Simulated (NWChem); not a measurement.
# C$_{2}$H$_{6}$O$_{2}$Si, singlet; SMILES [Si](OC)OC

```xyz
11

Si     0.9970    -0.0343     0.0006
O     -0.4213    -0.9315     0.0008
C     -0.4755    -2.3530     0.0017
H      0.0085    -2.7756     0.8913
H     -1.5273    -2.6545     0.0047
H      0.0035    -2.7764    -0.8902
O      0.3883     1.5065    -0.0023
C     -0.9545     1.9862    -0.0035
H     -1.1100     2.6019     0.8892
H     -1.1041     2.6126    -0.8896
H     -1.6760     1.1644    -0.0107
```
Atoms are numbered in this order, from 1.

This is a stationary point of B3LYP/6-31G* (spherical d) (NWChem), point group Cs. Low-valent species are run as closed-shell singlets; no triplet was tried in these runs.

Question: Is it a minimum? If not, what does it relax to?

Answer: No. It has an imaginary frequency of 124i cm⁻¹. Following that mode (on a finer grid) lowers the energy by 0.9 kcal/mol and ends, with real frequencies alone, at point group Cs:
```xyz
11

Si     0.9398    -0.0502     0.3769
O     -0.4353    -0.9384     0.0064
C     -0.4687    -2.3580    -0.0230
H      0.5050    -2.8050     0.2239
H     -1.2104    -2.7194     0.6981
H     -0.7623    -2.6943    -1.0237
O      0.3606     1.4963     0.2489
C     -0.9354     1.9908    -0.0808
H     -1.3024     2.6014     0.7514
H     -0.8553     2.6255    -0.9701
H     -1.6397     1.1770    -0.2751
```
